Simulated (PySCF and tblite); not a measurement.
Values are calculated unless marked as measured or tabulated.
C7H5FO, numbered as in [O:1]=[c:2]1[cH:3][cH:4][cH:5][c:6]([F:7])[cH:8][cH:9]1.

Geometries GFN2-xTB; weights from PBE0-D3(BJ)/def2-SVP (IEF-PCM, methanol) energies and GFN2-xTB thermal corrections, with symmetry numbers and mirror pairs. Conformers within 2.5 kcal/mol (GFN2-xTB free energy) were kept, 5 at most. GIAO shieldings: KT2/pcSseg-1 (IEF-PCM, methanol). Shifts are against TMS (¹H), TMS (¹³C) at the same level. Programs: PySCF with density fitting and tblite.

List the conformer-averaged shifts at 298.15 K.

¹H: 7.36 (H8, 1H), 7.32 (H4, 1H), 7.05 (H9, 1H), 7.05 (H5, 1H), 6.95 (H3, 1H) ppm. ¹³C: 175.4 (C2), 169.3 (C6), 141.9 (C9), 140.8 (C3), 131.4 (C4), 126.5 (C8), 118.0 (C5) ppm.

Shifts are unscaled: against experiment ¹³C can be off by 15 ppm or more and ¹H by 0.8 ppm.
